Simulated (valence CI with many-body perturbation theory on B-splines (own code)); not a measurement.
## E1 line list for Tm64+

Level of theory: configuration interaction combined with many-body perturbation theory (CI+MBPT): three valence electrons over a frozen Dirac-Fock core [He], a basis of 11 s, 11 p, 10 d, 8 f, 5 g, 2 h functions for each j, with the one-electron correlation potential Σ1 (screened to all orders), the two-electron term Σ2, the three-electron term Σ3, Breit, model QED; selected single and double excitations, second order for the rest, scaled by the run's own slope (own B-spline code, finite nucleus).

The last digits are not significant, and no measured levels were compared; by estimate large intervals hold to a few tenths of a per cent, small ones and those within an open d or f shell to about a per cent.

Lines 1 to 50 of 577 in falling wavelength, among levels below 13085 eV, chosen from the strongest by gf and those to the six lowest levels. Wavelengths and rates use the calculated energies. Electric multipoles are in the length gauge, E1 and E2 with the static RPA response of the core. Weak lines are less certain than strong ones. Lines between different terms over intervals too small for the method are left out, as are lines whose strength nearly cancels. The highest levels of a list are the least certain.

Levels are named by their leading jj configuration (3d3/2^4 stands for four electrons in 3d with j = 3/2), which in mixed levels can hold well under half, so a name can repeat and another be missing. Letters in brackets count levels of one name in rising energy.

| λ vac (Å) | Upper | Lower | A (s⁻¹) | S (a.u.) |
| --- | --- | --- | --- | --- |
| 504.8 | (2p1/2^2 4f7/2) J=7/2 | (2p1/2^2 4d5/2) J=5/2 | 4.01e+08 | 2.04e-01 |
| 488.6 | (2s 2p1/2 4f7/2) J=5/2 | (2s 2p1/2 4d5/2) J=3/2 | 3.92e+08 | 1.35e-01 |
| 478.1 | (2s 2p1/2 4f7/2) J=7/2 [b] | (2s 2p1/2 4d5/2) J=5/2 [b] | 4.30e+08 | 1.85e-01 |
| 464.2 | (2s 2p1/2 4f7/2) J=7/2 [a] | (2s 2p1/2 4d5/2) J=5/2 [a] | 4.77e+08 | 1.88e-01 |
| 440.3 | (2s 2p1/2 4f7/2) J=9/2 | (2s 2p1/2 4d5/2) J=7/2 | 6.00e+08 | 2.53e-01 |
| 419.2 | (2s^2 4f7/2) J=7/2 | (2s^2 4d5/2) J=5/2 | 6.94e+08 | 2.02e-01 |
| 268.6 | (2s 2p1/2 4f5/2) J=5/2 [b] | (2s 2p1/2 4d3/2) J=3/2 [b] | 2.00e+09 | 1.15e-01 |
| 261.0 | (2p1/2^2 4f5/2) J=5/2 | (2p1/2^2 4d3/2) J=3/2 | 2.71e+09 | 1.43e-01 |
| 252.1 | (2s 2p1/2 4f5/2) J=5/2 [a] | (2s 2p1/2 4d3/2) J=3/2 [a] | 2.92e+09 | 1.39e-01 |
| 251.2 | (2s^2 4f5/2) J=5/2 | (2s^2 4d3/2) J=3/2 | 2.96e+09 | 1.39e-01 |
| 243.3 | (2s 2p1/2 4f5/2) J=7/2 | (2s 2p1/2 4d3/2) J=5/2 | 3.08e+09 | 1.75e-01 |
| 218.2 | (2s 2p1/2 4d5/2) J=7/2 | (2s 2p1/2 4p3/2) J=5/2 | 7.75e+09 | 3.18e-01 |
| 215.5 | (2p1/2^2 4d5/2) J=5/2 | (2p1/2^2 4p3/2) J=3/2 | 8.21e+09 | 2.44e-01 |
| 211.9 | (2s 2p1/2 4d5/2) J=5/2 [a] | (2s 2p1/2 4p3/2) J=3/2 [a] | 8.03e+09 | 2.26e-01 |
| 209.9 | (2s 2p1/2 4d5/2) J=5/2 [b] | (2s 2p1/2 4p3/2) J=3/2 [b] | 7.48e+09 | 2.05e-01 |
| 205.5 | (2s^2 4d5/2) J=5/2 | (2s^2 4p3/2) J=3/2 | 8.61e+09 | 2.21e-01 |
| 201.6 | (2s 2p1/2 4d5/2) J=3/2 | (2s 2p1/2 4p3/2) J=1/2 | 7.45e+09 | 1.20e-01 |
| 96.50 | (2p3/2^2 3d5/2) J=5/2 [a] | (2p3/2^2 3p3/2) J=3/2 [a] | 1.27e+10 | 3.38e-02 |
| 91.79 | (2s 2p3/2 3d5/2) J=9/2 | (2s 2p3/2 3p3/2) J=7/2 | 2.35e+10 | 8.98e-02 |
| 91.75 | (2p1/2 2p3/2 3d5/2) J=9/2 | (2p1/2 2p3/2 3p3/2) J=7/2 | 2.69e+10 | 1.03e-01 |
| 91.61 | (2p1/2 2p3/2 3d5/2) J=7/2 [b] | (2p1/2 2p3/2 3p3/2) J=5/2 [b] | 2.19e+10 | 6.65e-02 |
| 91.42 | (2p1/2 2p3/2 3d5/2) J=7/2 [a] | (2p1/2 2p3/2 3p3/2) J=5/2 [a] | 2.18e+10 | 6.58e-02 |
| 91.22 | (2s 2p3/2 3d5/2) J=5/2 [b] | (2s 2p3/2 3p3/2) J=3/2 [b] | 1.44e+10 | 3.24e-02 |
| 91.19 | (2s 2p1/2 3d5/2) J=7/2 | (2s 2p1/2 3p3/2) J=5/2 | 2.54e+10 | 7.60e-02 |
| 90.65 | (2s 2p3/2 3d5/2) J=7/2 [a] | (2s 2p3/2 3p3/2) J=5/2 [a] | 1.90e+10 | 5.58e-02 |
| 90.57 | (2p3/2^2 3d5/2) J=7/2 | (2p3/2^2 3p3/2) J=5/2 | 2.00e+10 | 5.86e-02 |
| 90.43 | (2s 2p3/2 3d5/2) J=7/2 [b] | (2s 2p3/2 3p3/2) J=5/2 [b] | 1.94e+10 | 5.67e-02 |
| 90.02 | (2p3/2^2 3d5/2) J=9/2 | (2p3/2^2 3p3/2) J=7/2 | 2.60e+10 | 9.37e-02 |
| 90.00 | (2p1/2^2 3d5/2) J=5/2 | (2p1/2^2 3p3/2) J=3/2 | 2.82e+10 | 6.08e-02 |
| 89.20 | (2p3/2^2 3d5/2) J=5/2 [b] | (2p3/2^2 3p3/2) J=3/2 [b] | 2.53e+10 | 5.33e-02 |
| 88.90 | (2s^2 3d5/2) J=5/2 | (2s^2 3p3/2) J=3/2 | 2.15e+10 | 4.47e-02 |
| 88.80 | (2s 2p1/2 3d5/2) J=5/2 [a] | (2s 2p1/2 3p3/2) J=3/2 [a] | 2.55e+10 | 5.29e-02 |
| 88.58 | (2p1/2 2p3/2 3d5/2) J=5/2 [b] | (2p1/2 2p3/2 3p3/2) J=3/2 [b] | 1.66e+10 | 3.41e-02 |
| 85.98 | (2p1/2 2p3/2 3d5/2) J=5/2 [a] | (2p1/2 2p3/2 3p3/2) J=3/2 [a] | 2.15e+10 | 4.05e-02 |
| 85.60 | (2s 2p1/2 3d5/2) J=5/2 [b] | (2s 2p1/2 3p3/2) J=3/2 [b] | 2.51e+10 | 4.67e-02 |
| 84.33 | (2s 2p1/2 4d3/2) J=3/2 [b] | (2s 2p1/2 4p1/2) J=1/2 [b] | 6.06e+10 | 7.18e-02 |
| 83.76 | (2s 2p1/2 4d3/2) J=1/2 | (2s 2p1/2 4p1/2) J=1/2 [b] | 9.41e+10 | 5.46e-02 |
| 83.03 | (2p1/2 2p3/2 3d5/2) J=3/2 [a] | (2p1/2 2p3/2 3p3/2) J=1/2 [a] | 1.99e+10 | 2.25e-02 |
| 81.93 | (2p1/2^2 4d3/2) J=3/2 | (2p1/2^2 4p1/2) J=1/2 | 1.23e+11 | 1.34e-01 |
| 81.76 | (2s 2p1/2 4d3/2) J=5/2 | (2s 2p1/2 4p1/2) J=3/2 | 1.16e+11 | 1.88e-01 |
| 81.66 | (2s^2 4d3/2) J=3/2 | (2s^2 4p1/2) J=1/2 | 1.14e+11 | 1.23e-01 |
| 81.43 | (2s 2p1/2 4d3/2) J=3/2 [a] | (2s 2p1/2 4p1/2) J=1/2 [a] | 1.20e+11 | 1.28e-01 |
| 79.46 | (2s 2p1/2 4p3/2) J=1/2 | (2s 2p1/2 4s) J=1/2 [b] | 1.30e+11 | 6.43e-02 |
| 78.84 | (2s 2p1/2 4d3/2) J=3/2 [b] | (2s 2p1/2 4p1/2) J=3/2 | 5.66e+10 | 5.48e-02 |
| 78.66 | (2s 2p1/2 4p3/2) J=3/2 [b] | (2s 2p1/2 4s) J=1/2 [b] | 9.13e+10 | 8.77e-02 |
| 77.46 | (2p1/2^2 4p3/2) J=3/2 | (2p1/2^2 4s) J=1/2 | 1.76e+11 | 1.61e-01 |
| 77.05 | (2s^2 4p3/2) J=3/2 | (2s^2 4s) J=1/2 | 1.49e+11 | 1.35e-01 |
| 76.52 | (2s 2p1/2 4p3/2) J=5/2 | (2s 2p1/2 4s) J=3/2 | 1.77e+11 | 2.35e-01 |
| 76.31 | (2s 2p1/2 4p3/2) J=3/2 [a] | (2s 2p1/2 4s) J=1/2 [a] | 1.75e+11 | 1.53e-01 |
| 76.07 | (2s 2p1/2 4p3/2) J=3/2 [b] | (2s 2p1/2 4s) J=3/2 | 6.52e+10 | 5.66e-02 |
